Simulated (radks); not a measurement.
Task: Valence configurations of Ba I (all share [Xe]). Calculated with a radial shooting solver on a logarithmic mesh with Libxc functionals: non-relativistic Kohn-Sham, PBE, spin-polarised, spherical densities, point nucleus; open shells are filled with parallel spins first (spin-orbit coupling, left out, can overturn this in heavy ions); relativity is left out, which matters for an element this heavy. Order these by energy: 5d0.5 6s1 6p0.5; 6s1.5 6p0.5; 5d0.5 6s1.5; 6s2; 5d2; 6s1 6p1; 5d1 6s1.

Result: From the lowest, in eV above it: 6s2 0.000; 5d0.5 6s1.5 0.227; 5d1 6s1 0.355; 6s1.5 6p0.5 0.782; 5d0.5 6s1 6p0.5 0.792; 5d2 1.397; 6s1 6p1 1.399. NIST lists [Xe] 6s2 as the ground configuration; this level of theory agrees among the configurations tried. The energies are those of spherical high-spin densities, not of single terms. No valid solution was reached for [Xe] 4f1 6s1; [Xe] 4f0.5 5d0.5 6s1; [Xe] 4f0.5 5d1.5. Relativity is left out, which favours d and f over s occupation in heavy atoms.
